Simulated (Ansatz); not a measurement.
Molecule: C6H13O, net charge 0, doublet state. It need not be the lowest isomer of its formula. 
Structure (B3LYP-D3(BJ)/def2-TZVP (Ansatz, a first-principles code) minimum search):
```
C
H 1 1.0961
H 1 1.0962 2 106.00
C 1 1.5261 2 109.49 3 -117.97
H 4 1.0935 1 110.31 2 178.76
H 4 1.0939 5 106.68 1 -119.45
C 4 1.5247 5 108.58 6 -116.68
O 7 1.3618 4 116.20 5 55.91
H 7 1.1067 8 109.26 4 -127.58
H 7 1.1108 9 102.73 8 111.44
C 1 1.5261 2 109.15 3 117.47
H 11 1.0956 1 109.26 2 -179.82
H 11 1.0956 12 106.02 1 117.63
C 11 1.5266 12 109.29 13 117.67
H 14 1.0949 11 109.16 12 -179.89
H 14 1.0949 15 106.09 11 117.52
C 14 1.5259 15 109.57 16 118.18
H 17 1.0914 14 111.51 15 -57.94
H 17 1.0927 18 107.75 14 122.12
H 17 1.0927 18 107.75 19 115.76
```
Charge 0, spin multiplicity 2.

Basis-set convergence of Hartree-Fock and CCSD correlation energies (hartree) with Ansatz. Correlated levels leave the core frozen unless marked. Open shells are spin-unrestricted. Spin-orbit coupling is left out. No relativistic terms.

```json
[
 {"basis": "cc-pVDZ", "functions": "163", "E(HF)": "-309.62176", "E(corr, CCSD)": "-1.09741"},
 {"basis": "cc-pVTZ", "functions": "392", "E(HF)": "?", "E(corr, CCSD)": "?"}
]
```

### Question
Some entries are withheld; supply them.

### Answer

- cc-pVTZ, E(HF): -309.70955
- cc-pVTZ, E(corr, CCSD): -1.31761
